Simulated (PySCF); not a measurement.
Compound: C₂H₇NSi₂.
Atom-mapped SMILES: `[N:1]#[C:2][CH2:3][SiH2:4][SiH3:5]` (hydrogens: H6, H7 on C3; H8, H9 on Si4; H10, H11, H12 on Si5)

Method: PBE0-D3(BJ)/def2-SVP geometry optimisation, gas phase (PySCF 2.14.0); density fitting, grid level 1; the optimiser is geomeTRIC in internal coordinates, started from a GFN2-xTB structure with every atom displaced at random (about 0.01 Å).

Step 0: E = -19413.8808 eV
```
atom  x, y, z in Å  |  force x, y, z in eV/Å
N1     -1.4344    2.2501   -0.2219    0.527   4.701  -0.679
C2     -1.5608    1.1438   -0.0603   -0.473  -3.566   0.556
C3     -1.6550   -0.2652    0.1073    1.580  -0.442   0.287
Si4    -0.2874   -1.1414   -1.0001   -1.665   0.118   0.755
Si5     1.7949   -0.3776   -0.4869    0.427   0.166   0.590
H6     -2.6444   -0.5903   -0.1468   -0.867  -0.549  -0.284
H7     -1.4518   -0.5011    1.1661   -0.124  -0.125  -0.048
H8     -0.5488   -2.5651   -0.7399    0.260  -0.546   0.108
H9     -0.7561   -0.8978   -2.3571    0.069   0.216  -0.796
H10     2.7971   -1.0206   -1.3186    0.504  -0.403  -0.572
H11     1.9176    1.0726   -0.6368   -0.109   0.575  -0.172
H12     2.1610   -0.6842    0.9185   -0.130  -0.145   0.255
```

Step 1: E = -19414.1418 eV
```
atom  x, y, z in Å  |  force x, y, z in eV/Å
N1     -1.4167    2.3342   -0.1941   -0.057  -0.350   0.065
C2     -1.5262    1.1892   -0.0329    0.106   0.386  -0.094
C3     -1.5944   -0.2455    0.1274   -0.362  -0.273  -0.212
Si4    -0.3655   -1.1755   -1.0207    0.265   0.172   0.103
Si5     1.7809   -0.3823   -0.4823   -0.073  -0.078  -0.093
H6     -2.6144   -0.6034   -0.1239    0.168   0.126   0.136
H7     -1.3964   -0.5145    1.1769    0.016  -0.028   0.007
H8     -0.4814   -2.6383   -0.7378   -0.075   0.004  -0.004
H9     -0.7223   -0.9019   -2.4452   -0.043  -0.014   0.031
H10     2.8423   -1.0356   -1.3078   -0.020  -0.002   0.009
H11     1.8094    1.0936   -0.6963    0.038   0.023   0.023
H12     2.0166   -0.6969    0.9599    0.037   0.033   0.028
```

Question: Estimate the geometry and energy of step 2. (The exact step hangs on the optimiser's Hessian estimate; all steps are aligned on step 1, rigid shifts and turns removed.)

Answer: E = -19414.1515 eV, largest force 0.181 eV/Å
```
atom  x, y, z in Å  |  force x, y, z in eV/Å
N1     -1.4354    2.3288   -0.1888   -0.018  -0.058   0.012
C2     -1.5406    1.1849   -0.0348    0.052   0.089  -0.009
C3     -1.6097   -0.2514    0.1204   -0.127  -0.108  -0.072
Si4    -0.3581   -1.1637   -1.0128    0.118   0.082   0.067
Si5     1.7932   -0.3833   -0.4842   -0.043  -0.016  -0.012
H6     -2.6268   -0.6026   -0.1244    0.023   0.021   0.028
H7     -1.4129   -0.5244    1.1696    0.015   0.003   0.008
H8     -0.4902   -2.6253   -0.7300   -0.025  -0.009  -0.014
H9     -0.7189   -0.8928   -2.4355   -0.013  -0.009  -0.007
H10     2.8405   -1.0524   -1.3132   -0.017  -0.016  -0.008
H11     1.8453    1.0924   -0.7021    0.018   0.001   0.008
H12     2.0455   -0.6869    0.9591    0.016   0.019  -0.001
```

The energy changes by -0.0097 eV. The first-order estimate −F·Δx gives -0.0143 eV and the mean of the old and new forces, exact on a quadratic surface, -0.0098 eV. The step makes an angle of 77° with the force vector and moves no atom by more than 0.036 Å.

What follows is the cost of the whole optimisation. On an Arm Neoverse N1 with one thread (shared host), this took 49 s of wall time and 0.46 GiB of memory at its peak.
